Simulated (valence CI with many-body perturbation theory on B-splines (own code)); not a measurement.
## Eu58+: calculated level list

Level of theory: configuration interaction combined with many-body perturbation theory (CI+MBPT): three valence electrons over a frozen Dirac-Fock core [He], a basis of 11 s, 11 p, 10 d, 8 f, 5 g, 2 h functions for each j, with the one-electron correlation potential Σ1 (screened to all orders), the two-electron term Σ2, the three-electron term Σ3, Breit, model QED; selected single and double excitations, second order for the rest, scaled by the run's own slope (own B-spline code, finite nucleus).

No measured spectrum was set against this ion. As an estimate, large intervals hold to a few tenths of a per cent, small ones and those within an open d or f shell to about a per cent.

Levels 136 to 165 of 165, with energies above the lowest level, (2s^2 2p1/2) J=1/2. "Leading %" is the weight of the configuration and term that name the level; weights of strongly mixed levels are sums over their largest components and can fall short. In the jj column 3d3/2^4 stands for four electrons in 3d with j = 3/2. Lifetimes count E1, E2, E3, M1 and M2 decay at the calculated energies, and are blank where another channel may lead or the interval is too uncertain; long ones can be off by a factor of two.

```tsv
No.	Configuration	Term	J	E (eV)	Leading %	Lifetime	Second component	g	Leading jj
136	2s2 4f	2F°	7/2	10074	98	5.79 fs		1.137	2s^2 4f7/2 (98 %)
137	2s 2p 4p	4D	3/2	10077	41	8.25 fs	31 % 2s 2p 4p 2D	1.109	2s 2p1/2 4p1/2 (99 %)
138	2s 2p 4p	4P	1/2	10086	43	11.6 fs	20 % 2s 2p 4p 2S	1.797	2s 2p1/2 4p1/2 (99 %)
139	2s 2p 4p	4P	3/2	10140	30	11.0 fs	26 % 2s 2p 4p 4D	1.365	2s 2p1/2 4p3/2 (100 %)
140	2s 2p 4d	4F°	3/2	10157	59	4.87 fs	15 % 2s 2p 4d 2D°	0.681	2s 2p1/2 4d3/2 (100 %)
141	2s 2p 4p	2P	1/2	10168	45	5.13 fs	18 % 2s 2p 4p 2S	1.317	2s 2p1/2 4p3/2 (98 %)
142	2s 2p 4p	4D	5/2	10168	43	25.9 fs	39 % 2s 2p 4p 2D	1.328	2s 2p1/2 4p3/2 (99 %)
143	2s 2p 4p	2D	3/2	10169	41	7.03 fs	22 % 2s 2p 4p 2P	1.285	2s 2p1/2 4p3/2 (100 %)
144	2s 2p 4d	4F°	5/2	10182	57	4.63 fs	20 % 2s 2p 4d 4D°	1.082	2s 2p1/2 4d3/2 (59 %)
145	2s 2p 4d	2F°	5/2	10186	37	3.65 fs	26 % 2s 2p 4d 4P°	1.183	2s 2p1/2 4d5/2 (60 %)
146	2s 2p 4d	2P°	3/2	10188	26	2.59 fs	22 % 2s 2p 4d 2D°	1.073	2s 2p1/2 4d3/2 (99 %)
147	2s 2p 4d	4D°	1/2	10189	55	1.98 fs	39 % 2s 2p 4d 2P°	0.434	2s 2p1/2 4d3/2 (99 %)
148	2s 2p 4f	4G	5/2	10193	45	5.71 fs	19 % 2s 2p 4f 4F	0.841	2s 2p1/2 4f5/2 (100 %)
149	2s 2p 4f	4F	7/2	10205	26	5.83 fs	24 % 2s 2p 4f 4D	1.143	2s 2p1/2 4f7/2 (100 %)
150	2s 2p 4d	2F°	7/2	10211	39	2.81 fs	37 % 2s 2p 4d 4F°	1.233	2s 2p1/2 4d5/2 (100 %)
151	2s 2p 4d	2F°	5/2	10214	41	2.82 fs	24 % 2s 2p 4d 2D°	1.145	2s 2p1/2 4d5/2 (99 %)
152	2s 2p 4d	2P°	3/2	10215	38	2.86 fs	33 % 2s 2p 4d 2D°	1.113	2s 2p1/2 4d5/2 (98 %)
153	2s 2p 4f	2G	7/2	10221	37	5.73 fs	33 % 2s 2p 4f 4G	0.992	2s 2p1/2 4f5/2 (99 %)
154	2s 2p 4f	4F	3/2	10222	49	5.67 fs	39 % 2s 2p 4f 2D	0.658	2s 2p1/2 4f5/2 (100 %)
155	2s 2p 4f	4G	5/2	10222	31	5.70 fs	26 % 2s 2p 4f 2F	0.921	2s 2p1/2 4f5/2 (99 %)
156	2s 2p 4f	2G	9/2	10233	39	5.84 fs	33 % 2s 2p 4f 4G	1.180	2s 2p1/2 4f7/2 (100 %)
157	2s 2p 4f	4D	7/2	10234	32	5.84 fs	30 % 2s 2p 4f 2G	1.139	2s 2p1/2 4f7/2 (100 %)
158	2s 2p 4f	2D	5/2	10234	39	5.82 fs	29 % 2s 2p 4f 2F	1.076	2s 2p1/2 4f7/2 (99 %)
159	2p2 4s	4P	1/2	10275	46	13.5 fs	29 % 2p2 4s 2S	1.994	2p1/2^2 4s (97 %)
160	2p2 4p	2P°	1/2	10298	45	6.31 fs	38 % 2p2 4p 4D°	0.657	2p1/2^2 4p1/2 (98 %)
161	2p2 4p	2P°	3/2	10388	34	6.72 fs	20 % 2p2 4p 4D°	1.329	2p1/2^2 4p3/2 (98 %)
162	2p2 4d	2D	3/2	10404	42	7.53 fs	32 % 2p2 4d 4F	0.792	2p1/2^2 4d3/2 (98 %)
163	2p2 4d	2D	5/2	10432	35	2.85 fs	18 % 2p2 4d 4D	1.195	2p1/2^2 4d5/2 (98 %)
164	2p2 4f	2F°	5/2	10439	41	5.76 fs	30 % 2p2 4f 4G°	0.851	2p1/2^2 4f5/2 (98 %)
165	2p2 4f	2F°	7/2	10451	36	5.88 fs	17 % 2p2 4f 2G°	1.137	2p1/2^2 4f7/2 (98 %)
```
